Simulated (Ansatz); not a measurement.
`N[SiH2]O[Si](N)(Cl)Cl` + `N[SiH2][SiH3]` → `N[SiH2][Si](N)(Cl)Cl` + `N[SiH2]O[SiH3]`  (redistribution)

Isolated molecules relaxed with PBE0-D4/def2-TZVP in Ansatz; ΔE leaves out vibrations. CCSD(T)/CBS adds triple-zeta CCSD(T) − MP2 to the extrapolated MP2 energy (def2 sets, frozen cores). This one scheme is used for every species. One conformer a species, not always the lowest.

`N[SiH2]O[Si](N)(Cl)Cl`:

Cartesian coordinates in Å:
```
N 2.164 0.963 -0.754
Si 0.978 1.435 0.370
O -0.425 0.550 0.332
Si -0.924 -0.918 -0.090
N -2.463 -1.178 0.541
Cl -1.031 -1.151 -2.116
Cl 0.502 -2.264 0.548
H 2.715 0.133 -0.608
H 2.076 1.182 -1.732
H 1.542 1.279 1.730
H 0.570 2.824 0.070
H -2.675 -0.908 1.487
H -3.030 -1.946 0.223
```

`N[SiH2][SiH3]`:

```xyz
10

N     1.652    0.675    0.134
Si    0.378   -0.326    0.725
Si   -1.481   -0.074   -0.674
H     1.913    0.625   -0.838
H     2.461    0.842    0.710
H     0.062    0.126    2.107
H     0.694   -1.787    0.818
H    -1.099   -0.353   -2.088
H    -2.030    1.307   -0.606
H    -2.552   -1.034   -0.287
```

`N[SiH2][Si](N)(Cl)Cl`:

Z-matrix (Å, degrees):
```
Si
Si 1 2.332
N 1 1.725 2 104.5
H 1 1.493 2 108.5 3 125.3
H 1 1.486 2 111.4 3 -116.0
Cl 2 2.082 1 105.2 3 -57.3
N 2 1.696 1 111.6 3 66.2
Cl 2 2.053 1 114.0 3 -172.6
H 3 1.009 1 118.5 2 56.3
H 3 1.008 1 119.6 2 -163.4
H 7 1.008 2 119.0 1 -43.4
H 7 1.008 2 121.3 1 169.2
```

`N[SiH2]O[SiH3]`:

```xyz
11

N    -0.119   -1.714   -1.614
Si   -0.677   -0.814   -0.283
O     0.321    0.405    0.174
Si    0.624    1.659    1.169
H    -0.165   -1.346   -2.550
H     0.627   -2.383   -1.516
H    -1.978   -0.211   -0.664
H    -0.805   -1.745    0.865
H     0.696    1.199    2.581
H     1.923    2.264    0.784
H    -0.447    2.685    1.055
```

```tsv
species	CCSD(T)/def2-TZVPP energy (Eh)
`N[SiH2]O[Si](N)(Cl)Cl`	-1685.94251
`N[SiH2][SiH3]`	-636.99880
`N[SiH2][Si](N)(Cl)Cl`	-1610.69084
`N[SiH2]O[SiH3]`	-712.23795
```

Question: Work out ΔE.

Answer: ΔE = (-1610.69084) + (-712.23795) − (-1685.94251) − (-636.99880) = 0.01252 Eh = +32.9 kJ/mol. CCSD(T)/CBS gives +30.8 kJ/mol.

Largest T1 diagnostic among the species: 0.011.

The D4 term adds +3.8 kJ/mol with B3LYP and +2.2 kJ/mol with PBE0; it sums over pairs of atoms, weighted by their polarisabilities, and B3LYP, whose exchange is more repulsive, gets the larger term.

B3LYP here is the variant with VWN-RPA as its local correlation; programs differ in this.
